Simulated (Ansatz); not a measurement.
Two isomers of CH9N3Si: A = `NC[SiH](N)N`, B = `NCN[SiH2]N`.

Isolated molecules relaxed with PBE0-D4/def2-TZVP in Ansatz; ΔE leaves out vibrations. CCSD(T)/CBS adds triple-zeta CCSD(T) − MP2 to the extrapolated MP2 energy (def2 sets, frozen cores). Functionals use def2-TZVPP. B3LYP here is the variant with VWN-RPA as its local correlation; programs differ in this. One conformer a species, not always the lowest.

(1) Which is lower in electronic energy at CCSD(T)/CBS, and by how much? (An estimate is asked.)

(2) Give E(B) − E(A) in kJ/mol with B3LYP-D4, HF/def2-TZVPP, PBE-D4, ωB97M-V, PBE0-D4, CCSD(T)/def2-TZVPP, B2PLYP. (Best estimate.)

Largest T1 diagnostic: 0.010.

Answers

(1) Ansatz gave: A, by 44.8 kJ/mol.

(2) Computed: B3LYP-D4 42.1, HF/def2-TZVPP 31.9, PBE-D4 43.3, ωB97M-V 44.7, PBE0-D4 43.1, CCSD(T)/def2-TZVPP 41.6, B2PLYP 40.1. None reverses the order clearly.

The D4 term adds +3.9 kJ/mol with B3LYP and +2.1 kJ/mol with PBE0; it sums over pairs of atoms, weighted by their polarisabilities, and B3LYP, whose exchange is more repulsive, gets the larger term. In def2-TZVPP, CCSD(T) changes the Hartree–Fock value by +9.7 kJ/mol (the triples alone add +0.7 kJ/mol) and MP2 by +11.6 kJ/mol.
